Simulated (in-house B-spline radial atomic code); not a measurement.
A run on an ion of nuclear charge 66 with 66.3 electrons that did not converge. Method: scalar-relativistic (X2C) PBEsol, spin-polarised, spherical fractional occupations, Fermi nucleus of rms radius 5.2218 fm; computed with a B-spline radial code for spherical atoms.

Command:
```bash
python run_scf.py task.json out
```
Settings (nuclear radius in fm, mass in u):
```
Z                66
configuration    [Xe] 4f10.3 6s2
hamiltonian      x2c
method           pbesol
spin_polarised   True
nucleus          fermi
rms_radius       5.2218
atomic_mass      163.92918
speed_of_light   137.035999084
```

First and last ten iterations of the last attempt (damped for 15 steps, keeping 80 % of the old Fock matrix, then DIIS):
```
 iter        energy (Eh)    residual
    1      -12098.151381    7.77e-01
    2      -12101.043830    1.44e+00
    3      -12126.586824    9.14e-01
    4      -12140.366140    5.49e-01
    5      -12147.193316    3.48e-01
    6      -12150.266488    2.19e-01
    7      -12151.530962    1.41e-01
    8      -12152.031127    8.59e-02
    9      -12152.242748    6.24e-02
   10      -12152.346148    4.53e-02
  111      -12147.585505    2.01e-01
  112      -12147.585861    2.01e-01
  113      -12147.585419    2.01e-01
  114      -12095.974406    6.14e-01
  115      -12152.473543    7.14e-03
  116      -12096.442653    6.13e-01
  117      -12096.468264    6.13e-01
  118      -12096.531422    6.13e-01
  119      -12147.681675    1.98e-01
  120      -12147.682577    1.98e-01
 not converged after 120 iterations
```

The smallest residual met was 7.1e-03; the threshold is about 7e-07. No energy from this run should be used. The likely cause: this method binds the added charge weakly or not at all at the basis-set limit, so charge moves back and forth between the atom and the box. Cost of the run: 2.9 s on 1 thread of Arm Neoverse V1 (shared host).
